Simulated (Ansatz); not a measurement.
Basis-set extrapolation for CH$_{6}$OSSi$_{2}$ (`O=C[SiH]([SiH3])S`) (PBE0-D4/def2-TZVP geometry, frozen core, Ansatz). Multiplicity 1, RHF reference.

```csv
,def2-TZVPP,def2-QZVPP
HF,-1091.703709,-1091.737841
MP2 correlation,-0.811009,-0.874391
CCSD(T) correlation,-0.908752,not run
```

Energies in hartree. Use E(X) = E(∞) + A·exp(−7.88·√X) for Hartree–Fock and E(X) = E(∞) + B·X^(−2.97) for correlation, with X = 3 and 4, and add CCSD(T) minus MP2 of the smaller set to the MP2 limit.

Problem. What is the CCSD(T) energy at the basis-set limit?

Solution. HF limit: -1091.737841 + (-0.034132) × 0.13774 = -1091.74254. MP2 limit: -0.874391 + (-0.063382) × 0.74074 = -0.92134. Higher-order term: -0.908752 − (-0.811009) = -0.09774. Total: -1092.76162 hartree, 4.06 eV below CCSD(T)/def2-TZVPP.
